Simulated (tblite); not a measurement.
C6H9ClO (charge +1 and doublet state).
Z-matrix (Å and degrees, GFN2-xTB geometry), rows numbered from 1:
```
O 
C   1  1.3788
C   2  1.5193  1  109.17
C   3  1.4703  2  114.59  1  -165.37
C   4  1.3467  3  123.65  2    10.76
C   5  1.4922  4  121.49  3     0.38
Cl  6  1.8212  5  100.92  4   -97.82
C   6  1.5145  5  113.47  4    19.83
H   1  0.9669  2  112.60  3  -175.28
H   2  1.1135  1  111.02  3   119.15
H   3  1.0987  2  110.09  1    69.90
H   3  1.1008  2  109.40  1   -42.21
H   4  1.0814  3  116.69  2  -172.75
H   5  1.0794  4  121.21  3  -178.49
H   6  1.0913  5  112.80  4   148.32
H   8  1.0928  2  108.70  1    62.65
H   8  1.0905  2  110.07  1   -56.17
```

Computed values, GFN2-xTB/tblite, gas phase, harmonic and unscaled. Errors from tens to a few hundred cm⁻¹ against measured bands are possible. One conformer, not necessarily the lowest. Open shells enter through the occupations alone, without spin polarisation, and single modes of such species can be off by tens of per cent.

Harmonic wavenumbers (cm⁻¹): 68.9, 107.1, 189.6, 259.1, 299.2, 348.2, 387.9, 417.2, 460.2, 532.0, 615.5, 722.7, 745.8, 820.2, 866.7, 880.7, 923.4, 954.0, 984.2, 1040.6, 1061.5, 1081.5, 1098.3, 1134.8, 1142.2, 1153.5, 1179.7, 1195.2, 1238.2, 1262.2, 1266.0, 1315.0, 1321.7, 1353.0, 1435.6, 1558.6, 2689.1, 2866.5, 2919.5, 2956.6, 2984.1, 3005.9, 3072.7, 3097.9, 3484.4.

A = 2540, B = 1417, C = 1107 MHz; mass 132.034 u (most abundant isotopes); point group C1, symmetry number 1; spin multiplicity 2.

Task: Zero-point energy?

Result: Half the sum of the wavenumbers: 29248 cm⁻¹ = 83.63 kcal/mol.

Task: What is S at 298.15 K and 1 bar for an ideal gas of classical rigid rotors and harmonic oscillators?

Result: Translation 40.57, rotation 28.78, vibration 19.78, spin (R ln 2) 1.38: S = 90.5 cal/(mol K).

Task: And Cp and H(298.15 K) − H(0)?

Result: Cp = 33.14 cal/(mol K), of which vibrations give 25.19 (their classical limit is 45 R = 89.4); H(298.15 K) − H(0) = 5.75 kcal/mol without the zero-point energy, 3.38 from vibrations.

Task: Blend soft modes into free rotors: weight 1/[1 + (100 cm⁻¹/ν̃)⁴] for the oscillator and the rest for a rotor with moment μB/(μ + B), μ = h/(8π²ν), B = 10⁻⁴⁴ kg m². What vibrational entropy results?

Result: 18.79 cal/(mol K) in place of 19.78, which changes −T·S at 298.15 K by +0.30 kcal/mol.

Task: Which modes carry the vibrational entropy at 298.15 K?

Result: 68.9 cm⁻¹: 4.18; 107.1 cm⁻¹: 3.32; 189.6 cm⁻¹: 2.23; 259.1 cm⁻¹: 1.67; 299.2 cm⁻¹: 1.42; 348.2 cm⁻¹: 1.17 cal/(mol K); the other 39 give 5.78 together.

Hindered rotation and anharmonicity are outside this model. Other conformers, if any are populated, would add a mixing term that is left out. The structure is chiral; the term R ln 2 for an equal mix with its mirror image is left out.
